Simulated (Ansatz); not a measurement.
Program: Ansatz. Geometries: PBE0-D4/def2-TZVP. ΔE: electronic, gas phase. CCSD(T)/CBS is the MP2 limit (def2-TZVPP, def2-QZVPP) plus CCSD(T) − MP2 in def2-TZVPP, frozen cores. Functionals use def2-TZVPP. One conformer a species, not always the lowest.

`BN(C)C=C` + `C=C(N)N` → `C=C(N)NC` + `BNC=C`  (substitution at a C–N bond)

| level | ΔE (kJ/mol) | difference from CCSD(T)/CBS |
| --- | --- | --- |
| r2SCAN-D4 | 11.6 | -2.8 |
| ωB97M-V | 12.0 | -2.4 |
| PBE | 9.4 | -5.0 |
| r2SCAN | 11.4 | -3.0 |
| HF/def2-TZVPP | 5.4 | -9.0 |
| MP2/def2-TZVPP | 15.9 | 1.5 |
| SCS-MP2/def2-TZVPP | 13.5 | -0.9 |
| CCSD(T)/def2-TZVPP | 13.7 | -0.7 |
| SCS-MP2/def2-QZVPP | 13.9 | -0.5 |
| CCSD/CBS(def2) | 13.3 | -1.1 |
| CCSD(T)/CBS | 14.4 | 0 |

Largest T1 diagnostic among the species: 0.013.

In def2-TZVPP, CCSD(T) changes the Hartree–Fock value by +8.3 kJ/mol (the triples alone add +1.2 kJ/mol) and MP2 by +10.5 kJ/mol.
